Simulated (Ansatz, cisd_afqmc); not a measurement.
Species: SF$_{2}$, charge 1, doublet. SF2+ (parent SMILES FSF, doublet).
B3LYP-D3(BJ)/def2-TZVP minimum from Ansatz (a first-principles code):
```
S
F 1 1.5173
F 1 1.5173 2 102.06
```
Charge +1, spin multiplicity 2.

Total energies in cc-pV(D+d)Z, 19 correlated electrons, 7 frozen orbitals. UHF or UKS for unpaired electrons; spin-orbit terms are left out. Cores are frozen in correlated methods. No relativity. AFQMC/CISD: phaseless, guided by CISD from CCSD amplitudes; bars are statistical, one sigma. Outlying blocks are dropped, and bars are widened where a walk drifts. Over all cases where full CI ran beside it in this data, AFQMC minus full CI had a median of +0.1 mEh and passed +0.4 mEh in a tenth of the cases. The spin of F2S+ (parent SMILES FSF, doublet) was assumed, and the state is the lowest solution found for it.

| method | program | energy (Eh) | minus CCSDT(Q) (mEh) |
|---|---|---|---|
| HF | Ansatz | -595.99551 | 522.64 |
| MP2 | Ansatz | -596.48821 | 29.94 |
| CCSD | Ansatz | -596.50251 | 15.64 |
| CCSD(T) | Ansatz | -596.51570 | 2.45 |
| CCSDT(Q) | Ansatz | -596.51815 | 0.00 |
| AFQMC/CISD | cisd_afqmc | -596.5178 ± 0.0004 | 0.3 ± 0.4 |

Rough core times of Ansatz's runs on a shared machine: CCSD(T) under 20 s, CCSDT(Q) 3 min.
